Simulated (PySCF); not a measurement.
System: C₂HCl₄, net charge 0, doublet state. It need not be the lowest isomer of its formula. SMILES: Cl[CH]C(Cl)(Cl)Cl
Coordinates optimised at B3LYP-D3(BJ)/def2-TZVP (Ansatz):
```
C
C 1 1.4712
H 2 1.0775 1 120.26
Cl 2 1.6895 3 117.72 1 168.49
Cl 1 1.7872 2 108.14 3 -18.32
Cl 1 1.7946 2 112.00 3 -139.08
Cl 1 1.8211 2 110.75 3 100.54
```
Charge 0, spin multiplicity 2.

Dispersion corrections to the total energy (kcal/mol) from the dftd3 and dftd4 libraries through PySCF: D3(BJ) without and D4 with the three-body term, each with the damping fitted for the functional named.

```tsv
functional	D3(BJ)	D4
r2SCAN	-1.82	-1.62
HSE06	-4.92	-5.60
B2PLYP	-6.05	[?]
PW6B95	[?]	-5.75
B2GP-PLYP	-5.30	-3.01
PBE0	-5.98	-5.98
B3LYP	[?]	-11.55
```

Problem. What belongs in the gaps?

Solution. 
- B2PLYP, D4: -4.94
- PW6B95, D3(BJ): -3.93
- B3LYP, D3(BJ): -12.36
